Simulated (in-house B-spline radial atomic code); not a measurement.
**RPA and G0W0 on HSE06: Cd²⁺**

Configuration [Kr] 4d10, mean-field start HSE06. Computed with a B-spline radial code for spherical atoms: all electrons, non-relativistic, point nucleus, each spin shell either full or empty, empty states to l = 9 with an (l + 1/2)⁻⁴ tail; G0W0 by contour deformation at full frequency.

Without relativity these are model numbers: it shifts the levels of so heavy an element strongly and can reorder them.

Command:
```bash
python run_gw.py task.json out
```
Settings (radii: box in bohr, nucleus in fm):
```
Z                        48
electrons                46
configuration            [Kr] 4d10
hamiltonian              nr
method                   hse06
lmax                     9
spin_polarised           False
box_radius               17.55
intervals                54
```

Cost of the run: 1.5 s on 1 thread of Intel(R) Xeon(R) 6975P-C, on a shared host.

Energies (hartree):

```tsv
term	value
mean-field total	-5466.20737
Hartree-Fock functional on these orbitals	-5464.31906
direct second order	-3.9479
second-order exchange	1.0913
SOSEX correction	1.0167
```

Q: What is the RPA correlation energy, and what remains with SOSEX?

A: RPA gives -3.4746 hartree (-2.06 eV per electron); RPA + SOSEX gives -2.458, and the second-order doubles -2.8567 hartree (no singles). RPA lacks exchange-type terms and so overcorrelates at short range.

Quasi-particle levels (eV):

| level | occupied | mean field | Σx - vxc | Σc | QP weight | G0W0 |
| --- | --- | --- | --- | --- | --- | --- |
| 4d | yes | -32.66 | -6.24 | ? | ? | ? |
| 5s | no | -19.321 | 4.79 | -1.73 | 0.970 | -16.258 |

G0W0 = mean field + (Σx - vxc) + Σc, with Σc (partial-wave tail included) taken at the quasi-particle energy. Only the outer levels were computed. Levels of low weight are left out.

Q: Where does G0W0 put 4d?

A: At -38.45 eV, with Σc = 0.45 eV and a quasi-particle weight of 0.924. The tabulated removal energy is 37.468 ± 0.006 eV (NIST, measured); the calculation leaves out relativity, Breit and QED terms, and what these don't explain is the method's own error.
